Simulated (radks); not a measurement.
These are the eigenvalues of the occupied orbitals of an atom or ion with whole-number occupations (eV). Method: scalar-relativistic Kohn-Sham, PBE, spin-polarised, spherical densities, point nucleus; computed with a radial shooting solver on a logarithmic mesh with Libxc functionals.

| orbital | eigenvalue |
|---|---|
| 1s up | -50110.20 |
| 1s down | -50110.19 |
| 2s up | -8278.143 |
| 2s down | -8278.059 |
| 2p up | -7366.709 |
| 2p down | -7366.647 |
| 3s up | -1840.386 |
| 3s down | -1837.757 |
| 3p up | -1558.078 |
| 3p down | -1555.459 |
| 3d up | -1185.335 |
| 3d down | -1183.315 |
| 4s up | -377.5895 |
| 4s down | -371.4274 |
| 4p up | -284.5520 |
| 4p down | -278.4323 |
| 4d up | -155.8950 |
| 4d down | -149.8262 |
| 5s up | -57.2256 |
| 5s down | -53.7090 |
| 5p up | -34.5178 |
| 5p down | -31.6752 |
| 4f up | -16.7710 |
| 6s up | -9.7971 |
| 5d up | -9.0301 |

Which element is it, and in what charge state? The configuration may be excited. Open shells, if any, are filled with parallel spins first.

Answer. Z = 64, gadolinium, charge +1: Gd+ in [Xe] 4f7 5d1 6s1. The list shows which subshells hold electrons but not how many an open one holds; the 1s level, -1841.5 hartree, gives Z - s = 60.7 by -(Z - s)^2/2, which with screening and relativity narrows Z to a few neighbours, and the depths of the outer levels then fix element, charge and occupations together.
